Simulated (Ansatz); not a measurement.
`CC(=O)CC(C)C` + `FC1=CCN1` → `CC1=C(F)NC1` + `CCCC(C)=O`  (formal exchange of groups at a C–C bond)

Isolated molecules relaxed with PBE0-D4/def2-TZVP in Ansatz; ΔE leaves out vibrations. CBS: MP2 limit from def2 TZ/QZ plus the TZ coupled-cluster correction, frozen cores. DFT in def2-TZVPP. One conformer a species, not always the lowest.

`CC(=O)CC(C)C`:

```xyz
19

C     1.327   -2.393   -0.852
C     0.222   -1.606   -0.200
O    -0.534   -2.112    0.592
C     0.111   -0.155   -0.609
C    -0.755    0.706    0.297
C    -0.096    0.909    1.653
C    -1.061    2.040   -0.368
H     1.186   -3.458   -0.674
H     1.378   -2.189   -1.924
H     2.285   -2.082   -0.423
H     1.120    0.267   -0.706
H    -0.293   -0.164   -1.631
H    -1.695    0.167    0.454
H     0.858    1.437    1.545
H    -0.732    1.510    2.309
H     0.090   -0.044    2.151
H    -0.141    2.603   -0.560
H    -1.573    1.905   -1.324
H    -1.698    2.658    0.269
```

`FC1=CCN1`:

```xyz
9

F    -1.618    1.183   -1.199
C    -0.661    0.570   -0.542
C     0.462    0.924    0.083
C     0.645   -0.543    0.398
N    -0.588   -0.819   -0.415
H     1.065    1.810    0.176
H     0.524   -0.823    1.447
H     1.522   -1.031   -0.030
H    -1.351   -1.270    0.082
```

`CC1=C(F)NC1`:

```xyz
12

C    -1.339    0.175    1.108
C    -0.257    0.080    0.109
C     0.166    0.742   -0.968
F    -0.283    1.737   -1.706
N     1.424    0.153   -1.153
C     1.017   -0.731   -0.007
H    -0.949    0.407    2.105
H    -1.900   -0.761    1.191
H    -2.045    0.962    0.836
H     1.555   -0.336   -2.035
H     0.892   -1.775   -0.305
H     1.719   -0.654    0.826
```

`CCCC(C)=O`:

Cartesian coordinates in Å:
```
C 0.349 1.670 -0.800
C 0.566 0.194 -1.089
C 0.962 -0.601 0.154
C -0.083 -0.591 1.245
C -1.464 -1.071 0.877
O 0.173 -0.215 2.363
H 0.086 2.217 -1.708
H -0.454 1.826 -0.074
H 1.252 2.124 -0.383
H -0.336 -0.238 -1.535
H 1.355 0.078 -1.837
H 1.138 -1.647 -0.125
H 1.887 -0.211 0.585
H -2.053 -1.220 1.780
H -1.959 -0.321 0.253
H -1.421 -1.994 0.294
```

```
         level  ΔE (kcal/mol)
        PBE-D4           -2.2
     r2SCAN-D4           -1.3
        B2PLYP           -1.8
           PBE           -2.3
        r2SCAN           -1.4
 HF/def2-TZVPP           -2.1
  HF/CBS(def2)           -2.2
CCSD/CBS(def2)           -1.1
```

Q: What does CCSD(T)/CBS give? (Best estimate.)

A: The calculation gave: -0.9 kcal/mol. The listed levels differ from it by -1.3, -0.4, -0.9, -1.4, -0.5, -1.2, -1.3, -0.2 kcal/mol.

Largest T1 diagnostic among the species: 0.012.

In def2-TZVPP, CCSD(T) changes the Hartree–Fock value by +1.2 kcal/mol (the triples alone add +0.2 kcal/mol) and MP2 by +1.1 kcal/mol.

CCSD(T)/CBS has its own doubt, a few kJ/mol and more with outer-core shells, so smaller differences from it don't rank the levels.
